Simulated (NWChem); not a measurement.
Species: C2HF2I; SMILES F/C=C(\F)I

All runs: NWChem. Structure relaxed at the PBE0/def2-SVP level. def2 effective core potentials on I; no spin-orbit coupling. Level B3LYP/def2-SVP: energy and gradient on several grids; changes count from the extra-fine grid, which is no exact limit either.

| grid | size of the energy change (μHa) | largest change of a gradient component (μHa/bohr) |
|---|---|---|
| xcoarse | 9000 | 5000 |
| coarse | < 10 | 700 |
| medium | < 10 | 90 |
| fine | < 10 | < 30 |
| xfine | < 10 | < 30 |
